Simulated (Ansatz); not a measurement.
Mulliken charges of CH₄FNSe, SMILES `NC(F)[SeH]` from PBE/def2-TZVPP in Ansatz (PBE0-D4/def2-TZVP geometry).

```tsv
atom	x (Å)	y (Å)	z (Å)	charge (e)
N1	0.068	1.283	-0.052	-0.273
C2	0.380	-0.084	-0.095	0.090
F3	1.319	-0.387	0.856	-0.158
Se4	-1.210	-1.230	0.233	-0.133
H5	-0.234	1.654	-0.939	0.166
H6	-0.566	1.542	0.691	0.156
H7	0.793	-0.345	-1.069	0.105
H8	-0.459	-2.490	0.319	0.046
```

Q: By hand: the dipole of these point charges (1 e Å = 4.8032 D).

A: Σ q r = (-0.097, 0.231, -0.306) e Å, of length 0.395 e Å = 1.90 D.

Q: How does the dipole of the full density compare? (Best estimate.)

A: Computed: (-0.149, 0.199, -0.313) e Å, 1.92 D; the point charges give 0.99 times that, at 9° from its direction.

Point charges leave out the atoms' own dipoles, such as those of lone pairs, and Mulliken's split depends on the basis, so the close match here is no proof of good charges.
